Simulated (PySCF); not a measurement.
H2Sb, SMILES [SbH2-], charge -1. Geometry: r2SCAN-D4/def2-TZVPD. The def2 effective core potentials stand for the cores of Sb; spin–orbit coupling is left out.

Calculation: r2SCAN-D4/def2-TZVPD (PySCF).

Harmonic wavenumbers (cm⁻¹): 813, 1827, 1829. Rotational constants (GHz): 171.5, 166.9, 84.60; symmetry number 2.

Problem. Work out the zero-point energy and the ideal-gas rigid-rotor harmonic-oscillator thermochemistry at 298.15 K and 1 atm.

Solution. ZPE = ½ Σ hcν = ½ × 4470 cm⁻¹ = 26.73 kJ/mol. H − E(el) = 36.85 kJ/mol. Entropy in J/(mol K): translation 168.84, rotation 59.29, vibration 0.85, total 228.97. G − E(el) = -31.42 kJ/mol. Cp = 36.08 J/(mol K).
